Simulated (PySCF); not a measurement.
C5H7F, SMILES F[C@H]1C=CCC1.

Coordinates come from a PBE-D3(BJ)/def2-SVP optimisation. The structure was generated by enumeration; whether it is a known compound was not checked. The values are those of a single conformer.

Two levels are set side by side: TDDFT-PBE/def2-SVPD (PySCF) and TDDFT-LC-ωPBE/def2-SVPD (PySCF). Vertical, same geometry. The lowest singlet is HOMO→LUMO 66 %, HOMO−2→LUMO 22 % with PBE and HOMO→LUMO 95 % with the other functional; states are paired by order. Differences are taken from unrounded values.

| quantity | TDDFT-LC-ωPBE | TDDFT-PBE | TDDFT-PBE minus TDDFT-LC-ωPBE |
|---|---|---|---|
| lowest singlet excitation (eV) | 7.11 | 6.25 | -0.86 |
| lowest triplet excitation (TDA) (eV) | 4.03 | 4.24 | 0.21 |
| first bright state (f over 0.05) (eV) | 7.11 | 6.25 | -0.86 |
| its oscillator strength | 0.27 | 0.10 | -0.17 |

Functionals without exact exchange tend to place singlet excitations lower, as here. Differences between two approximate levels are no errors against the true value.

Rough cost on one machine, each run with all the roots and properties that it gave: TDDFT-LC-ωPBE against TDDFT-PBE about 7 times.
